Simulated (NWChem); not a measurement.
# C4H4F2; SMILES FC(CC#C)F

```xyz
10

C      0.2118     2.7233    -0.1925
C     -0.2175     1.6247     0.0770
C     -0.7318     0.2984     0.3804
C      0.0287    -0.8175    -0.3117
F     -0.5630    -1.9957    -0.0153
F      1.2980    -0.8669     0.1365
H      0.5956     3.6996    -0.4251
H     -1.7899     0.2207     0.0818
H     -0.6856     0.0997     1.4643
H      0.0515    -0.7022    -1.4096
```
Atoms are numbered in this order, from 1.

Level: PBE0/def2-SVP (NWChem), optimised geometry, unscaled harmonic frequencies. 

### Question
List the harmonic frequencies with IR intensities, and the thermochemistry.

### Answer
```csv
frequency (cm⁻¹),IR intensity (km/mol)
90,1.3
146,0.2
351,4.1
358,10.0
433,6.0
531,25.3
590,3.6
701,39.1
718,35.4
888,11.5
1002,3.0
1070,19.2
1156,181.2
1173,102.1
1241,38.3
1307,0.3
1414,32.6
1425,21.6
1433,59.1
2259,1.6
3073,4.4
3098,35.6
3134,2.4
3490,75.5
```

```yaml
zero_point_energy: 44.4 kcal/mol
thermal correction to the enthalpy at 298.15 K (with zero-point energy): 48.8 kcal/mol
heat capacity Cv: 20.5 cal/(mol K)
entropy at 298.15 K and 1 atm (symmetry number 1): 77.7 cal/(mol K)
dipole_moment: 1.66 D
```

Rigid rotor and harmonic oscillator; modes under 100 cm⁻¹ make the entropy uncertain.
